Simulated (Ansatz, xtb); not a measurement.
# C5H7BGeO: which of two isomers lies lower

We compare a, `O=CC1=CB[C]([GeH3])=C1`, a singlet, with b, `O=CC1=CC=C[B]1[GeH3]`, a singlet. Both are isolated molecules in the gas phase, relaxed with r2SCAN-D4/def2-SVP; each stands in its lowest conformer found.

Problem. Estimate which is lower in electronic energy at CCSD(T)/def2-SVP + ΔMP2/def2-TZVPP, and by roughly how much.

Solution. CCSD(T)/def2-SVP + ΔMP2/def2-TZVPP gives E(b) − E(a) = −0.93 kcal/mol, slightly favouring structure b, which is too small a margin to settle the true order.

The same difference at several levels:

```json
{"level": "r2SCAN-D4/def2-SVP", "geometry": "r2SCAN-D4/def2-SVP", "E(b) − E(a) (kcal/mol)": "−4.29", "departure from the last row (kcal/mol)": "−3.36", "job, with rough time for the two": "optimisation, 4.5 min"}
{"level": "HF/def2-SVP", "geometry": "r2SCAN-D4/def2-SVP", "E(b) − E(a) (kcal/mol)": "+0.87", "departure from the last row (kcal/mol)": "+1.80", "job, with rough time for the two": "part of the CCSD(T) run"}
{"level": "MP2/def2-SVP", "geometry": "r2SCAN-D4/def2-SVP", "E(b) − E(a) (kcal/mol)": "−0.49", "departure from the last row (kcal/mol)": "+0.44", "job, with rough time for the two": "part of the CCSD(T) run"}
{"level": "CCSD(T)/def2-SVP", "geometry": "r2SCAN-D4/def2-SVP", "E(b) − E(a) (kcal/mol)": "−1.43", "departure from the last row (kcal/mol)": "−0.50", "job, with rough time for the two": "single point"}
{"level": "CCSD(T)/def2-SVP + ΔMP2/def2-TZVPP", "geometry": "r2SCAN-D4/def2-SVP", "E(b) − E(a) (kcal/mol)": "−0.93", "departure from the last row (kcal/mol)": "", "job, with rough time for the two": "single point, 8.2 min"}
```

As drawn, b has 1 B–Ge, 1 C–H in place of 1 C–Ge, 1 B–H.

The largest departure from CCSD(T)/def2-SVP + ΔMP2/def2-TZVPP is that of r2SCAN-D4/def2-SVP, 3.36 kcal/mol. Levels run at GFN2-xTB geometries aren't shown. The last row adds to CCSD(T) the change of the MP2 difference between the two basis sets, here +0.50 kcal/mol.

With thermal terms from frequencies at re-optimised GFN2-xTB minima (ideal gas, soft modes damped towards free rotors, one conformer each, 298.15 K, 1 atm): the zero-point term adds +1.79 kcal/mol; ΔH is +0.41 and ΔG +1.82 kcal/mol.

The correlated steps freeze 16 core orbitals; the filled d shell of Ge is correlated, in a basis made for valence electrons. Codes used: Ansatz 0.2.0, xtb 6.7.1; the last row on 2 threads of Arm Neoverse V1 on a shared host.
